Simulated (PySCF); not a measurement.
A structure optimised at PBE0-D3(BJ)/def2-SVP, used in a PySCF frequency run:

```
Si
N 1 1.7525
C 2 1.4388 1 121.32
H 3 1.0998 2 111.06 1 26.32
H 3 1.1071 4 107.08 2 -121.29
H 3 1.1113 4 107.47 5 -114.38
C 2 1.4389 3 112.99 4 -177.02
H 7 1.0998 2 111.06 3 177.04
H 7 1.1071 8 107.08 2 121.30
H 7 1.1113 8 107.46 9 114.38
C 1 1.8798 2 108.54 3 -42.90
H 11 1.1010 1 112.59 2 68.53
H 11 1.1011 12 108.21 4 71.04
H 11 1.1018 12 107.15 13 116.24
C 1 1.8799 2 108.54 3 -161.99
H 15 1.1010 1 112.59 2 -68.47
H 15 1.1011 16 108.20 8 -71.38
H 15 1.1018 16 107.15 17 -116.24
C 1 1.8866 2 112.40 3 77.56
H 19 1.1019 1 110.97 2 -59.83
H 19 1.1019 20 107.63 1 -121.60
H 19 1.1022 20 107.74 21 -115.93
```
Charge 0, spin multiplicity 1.

### Question
Write its SMILES and formula.

### Answer
CN(C)[Si](C)(C)C, C₅H₁₅NSi

### Question
What are its rotational constants (standard atomic weights)?

### Answer
2.3693, 1.6497, 1.4307 GHz
